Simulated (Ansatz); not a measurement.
Ansatz (a program for electronic structure) input (CCSD(T)/def2-SVPD):

Ansatz 0.2 input:
```yaml
crystal:
  periodic: [false, false, false]
  atoms:
    - {symbol: Cr, position_ang: [-0.00000000, -0.00000000, -1.40493801]}
    - {symbol: Br, position_ang: [0.00000000, 0.00000000, 0.96338606]}
basis:
  gaussian:
    orbitals: def2-SVPD
magnetization: {spin_polarized: true, initial_magnetization: 5}
correlation: {method: ccsd_t, electrons: outside_noble_gas}
output: {forces: true}
```

Output:

```
Functional definition: HF
integrals: 0.09 GiB planned
770 factors; integrals over basis functions are off by at most 4.7e-4 eV
mean field: 0.39 GiB planned
mean field evaluation 1: about -98377.2629 eV, gradient 1.3e1 eV
mean field evaluation 2: about -98377.3026 eV, gradient 1.3e1 eV
mean field evaluation 4: about -98378.9911 eV, gradient 2.6e0 eV
mean field evaluation 8: about -98379.1356 eV, gradient 4.3e-1 eV
mean field evaluation 16: about -98379.1821 eV, gradient 4.1e-6 eV
mean field evaluation 32: about -98368.1852 eV, gradient 1.4e1 eV
mean field evaluation 64: about -98379.1792 eV, gradient 1.9e-1 eV
mean field evaluation 96: about -98378.5245 eV, gradient 8.4e-1 eV
mean field evaluation 128: about -98376.5032 eV, gradient 1.3e1 eV
mean field evaluation 160: about -98378.3331 eV, gradient 9.6e-2 eV
mean field evaluation 192: about -98379.0117 eV, gradient 5.5e-1 eV
mean field evaluation 224: about -98378.9855 eV, gradient 2.9e-1 eV
mean field evaluation 256: about -98379.0014 eV, gradient 2.3e-1 eV
mean field evaluation 288: about -98373.6130 eV, gradient 6.9e-4 eV
mean field evaluation 320: about -98373.0230 eV, gradient 6.6e-1 eV
mean field evaluation 352: about -98378.5982 eV, gradient 1.6e0 eV
mean field evaluation 384: about -98378.5947 eV, gradient 5.6e-4 eV
mean field evaluation 416: about -98378.3445 eV, gradient 4.3e-1 eV
mean field evaluation 448: about -98379.0077 eV, gradient 4.0e-1 eV
mean field evaluation 480: about -98379.0048 eV, gradient 4.0e-1 eV
mean field evaluation 512: about -98378.9847 eV, gradient 3.1e-1 eV
mean field evaluation 544: about -98375.4569 eV, gradient 4.2e-2 eV
mean field evaluation 576: about -98372.2506 eV, gradient 1.7e1 eV
mean field -98379.18206665 eV, -3615.3682571449 hartree, gradient 2.3e-6 eV, S^2 8.769588; 10 other end points of the search recorded, 0 dependent functions left out
determinant -98379.18206665 eV, -3615.3682571449 hartree, with singles and doubles -98384.93473518 eV, -3615.5796638138 hartree
determinant -98378.59470974 eV, -3615.3466721764 hartree, with singles and doubles -98383.72004645 eV, -3615.5350248264 hartree
determinant -98378.33331487 eV, -3615.3370660921 hartree, with singles and doubles -98383.40813557 eV, -3615.5235623129 hartree
23 core orbitals not correlated
reference -98379.18206665 eV, -3615.3682571449 hartree; 9, 4 occupied and 43, 48 virtual orbitals, 770 factors
densities: 0.27 GiB planned
second order -5.27947354 eV of doubles, -0.00000000 eV of singles
coupled cluster: 0.21 GiB planned
cycle   1  -5.75383760 eV  change   -1.2e-3 eV  update   5.0e-3
cycle   2  -5.75469124 eV  change   -8.5e-4 eV  update   4.3e-3
cycle   3  -5.75635457 eV  change   -1.7e-3 eV  update   3.5e-3
cycle   4  -5.75627428 eV  change    8.0e-5 eV  update   1.4e-3
cycle   5  -5.75741062 eV  change   -1.1e-3 eV  update   5.6e-4
cycle   6  -5.75805513 eV  change   -6.4e-4 eV  update   1.9e-4
cycle   7  -5.75812866 eV  change   -7.4e-5 eV  update   8.5e-5
cycle   8  -5.75809267 eV  change    3.6e-5 eV  update   4.4e-5
cycle   9  -5.75808932 eV  change    3.3e-6 eV  update   1.6e-5
cycle  10  -5.75808837 eV  change    9.6e-7 eV  update   8.3e-6
cycle  11  -5.75808899 eV  change   -6.3e-7 eV  update   4.4e-6
cycle  12  -5.75808745 eV  change    1.5e-6 eV  update   2.1e-6
cycle  13  -5.75808624 eV  change    1.2e-6 eV  update   9.4e-7
cycle  14  -5.75808554 eV  change    7.0e-7 eV  update   4.2e-7
perturbative correction -0.16612328 eV, -0.0061049180 hartree
the calculation of the forces begins
Total energy: -98385.10627548 eV, -3615.5859678037 hartree
Atom 0 at    -0.000000    -0.000000    -1.404938 Å, force     0.000000    -0.000000    -0.721716 eV/Å
Atom 1 at     0.000000     0.000000     0.963386 Å, force     0.000000    -0.000000     0.721716 eV/Å
Dipole moment:    -0.000000    -0.000000    -1.425723 e Å
```

The spin state was set by rule; other spins were not relaxed.
